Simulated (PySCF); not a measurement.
**Working out the ionisation energy of Se⁺**

Se⁺ [Ar] 3d10 4s2 4p3 (4S) → Se²⁺ [Ar] 3d10 4s2 4p2 (3P). Calculation: PySCF 2.14, in x2c-TZVPPall (6s5p4d1f, 48 functions); the spin-free X2C one-electron Hamiltonian (Gaussian nucleus). Frozen: [Ne]. Energies in hartree (1 hartree = 27.21139 eV):

| part | Se⁺ (lower) | Se²⁺ (upper) |
| --- | --- | --- |
| UHF | -2427.752446 | -2426.986238 |
| MP2 opposite-spin | -0.178447 | -0.169524 |
| MP2 same-spin | -0.090610 | -0.078166 |

Question: What does Hartree-Fock give?

Answer: (-2426.986238) − (-2427.752446) = 0.766208 hartree = 20.850 eV.

Question: What do MP2 and SCS-MP2 (6/5 opposite-spin, 1/3 same-spin) give?

Answer: The opposite-spin parts differ by 0.243 eV and the same-spin parts by 0.339 eV. MP2: 20.850 + (0.243) + (0.339) = 21.432 eV. SCS-MP2: 20.850 + 1.2 × (0.243) + (0.339)/3 = 21.255 eV.

A first-order spin-orbit estimate adds -0.296 eV to MP2 (valence and next inner shell), giving 21.136 eV against 21.196 ± 0.01 eV (measured; NIST Atomic Spectra Database, ionization energies).

What remains against the reference includes basis incompleteness, the frozen core and correlation beyond second order.
